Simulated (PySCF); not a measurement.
Vertical excitations of a molecule CH10O2Si3 from TDA-B3LYP/def2-SVPD in PySCF, as energy in eV (oscillator strength): 6.37 (0.015), 6.78 (0.008), 6.92 (0.006), 7.13 (0.025), 7.33 (0.026), 7.40 (0.122). Lowest triplet (TDA): 5.73 eV. Geometry: B3LYP-D3(BJ)/def2-SVP. Other conformers were not sampled.

**Question.** Identify the compound among the candidates.
A. CO[SiH2][SiH2]O[SiH3]
B. C[Si@H](O)O[SiH2][SiH3]
C. O[SiH2][C@H]([SiH3])O[SiH3]
D. OC[Si](O)([SiH3])[SiH3]

**Answer.** B, C[Si@H](O)O[SiH2][SiH3]
